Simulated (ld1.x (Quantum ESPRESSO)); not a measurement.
The numbers below are computed, except where a source is named.
# Hardness and transferability of assorted potentials

Generated with ld1.x 7.5 (TM, RRKJ, ultrasoft, PAW), atompaw 4.2 or ONCVPSP 4.0.1. The cutoff is in Ry: for ld1.x and atompaw files where the sum of valence levels is converged to 10 mRy in a Bessel basis, for ONCV files where the hardest occupied wave has 1 mHa per electron of residual kinetic energy. The error is the largest all-electron minus pseudo excitation energy over each file’s own four to seven test configurations (ionisations up to +4, promotions, holes and added fractions of an electron), all of which were solved. The labels leave out finer settings (local radius, basis sizes, second energies), which also bear on the numbers. Spin-polarised tests are not counted. The rows are a selection from randomly drawn settings: files with unsolved tests, undetermined cutoffs or missed reference levels are left out.

A true bound ghost makes a file unfit for plane-wave use even where its test errors are small: the radial tests pick states by their node count and pass the ghost by.

```tsv
element	potential	cutoff (Ry)	largest error (meV)	bound ghosts
S	TM, PBE, scalar-relativistic, rc 1.10/1.45/1.10 (spd), local s, core correction no, reference 3s2 3p3.5	60	+213	none
K	TM, PBEsol, scalar-relativistic, rc 3.20/4.05/3.80 (spd), local s, core correction yes, reference 4s1 4p0	6	-1.5	none
Te	TM, BLYP, scalar-relativistic, rc 1.80/1.75/0.90 (spd), local p, core correction yes, reference 4d10 5s1 5p5	140	-510	s
```

Question: Fill in the row for As: RRKJ, PBE, scalar-relativistic, rc 1.15/1.95/1.20/1.50 (spdf), local s, core correction no, reference 3d10 4s2 4p2.5.

Answer: cutoff 180 Ry, largest error -174 meV, bound ghosts: p.

Question: Fill in the row for I: TM semilocal, Wu–Cohen, scalar-relativistic, rc 1.65/1.70/1.35 (spd), local p, core correction no, reference 5s2 5p5.

Answer: cutoff 40 Ry, largest error +6.4 meV, bound ghosts: none.

Question: Fill in the row for Pd: TM, LDA (PZ), scalar-relativistic, rc 1.15/1.35/1.50 (spd), local p, core correction yes, reference 4s2 4p6 4d10 5s0 5p0.

Answer: cutoff 110 Ry, largest error +147 meV, bound ghosts: none.
